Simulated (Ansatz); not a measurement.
GaSb2⁻ (the lowest singlet isomer of a short search) was relaxed with B3LYP-D4 (def2-TZVPD) in Ansatz in these states: charge -1 quintet, charge -1 singlet, charge -1 triplet. The geometries follow in no particular order.

In the def2 sets Sb takes a core potential; there is no spin–orbit coupling.

A:

```xyz
3

Ga   -0.768    1.511   -0.232
Sb    1.319   -0.152    0.948
Sb   -0.552   -1.358   -0.716
```

B:

```xyz
3

Ga    1.505   -0.072    0.684
Sb   -1.031   -1.179    0.144
Sb   -0.474    1.251   -0.827
```

C:

```xyz
3

Ga    0.293   -1.117   -1.245
Sb    1.019    0.204    1.215
Sb   -1.312    0.913    0.030
```

Problem. Judge from the bond lengths which geometry belongs to which state (an estimate).

Solution. A is the charge -1 quintet (Sb2–Sb3 2.780 Å, Ga1–Sb3 2.918 Å, Ga1–Sb2 2.918 Å); B is the charge -1 singlet (Sb2–Sb3 2.675 Å, Ga1–Sb3 2.819 Å, Ga1–Sb2 2.819 Å); C is the charge -1 triplet (Sb2–Sb3 2.709 Å, Ga1–Sb3 2.886 Å, Ga1–Sb2 2.886 Å).

At B3LYP-D4/def2-TZVPD the highest occupied level of the charge -1 quintet lies above zero (up to 0.99 eV). It is a level of α spin, whose loss leaves a quartet; that state wasn't run at this geometry and level. The electron is either unbound and held by the finite basis, or the level is raised by self-interaction error. At B3LYP-D4/def2-TZVPD the highest occupied level of the charge -1 triplet lies above zero (up to 0.05 eV). It is a level of α spin, whose loss leaves a doublet; that state wasn't run at this geometry and level. The electron is either unbound and held by the finite basis, or the level is raised by self-interaction error. At PBE0-D4/def2-TZVPD a singlet lies 2.21 eV below the charge -1 quintet. At PBE0-D4/def2-TZVPD a singlet lies 0.40 eV below the charge -1 triplet. These are the stationary points nearest to one start from a short search; other shapes may lie lower in each state.
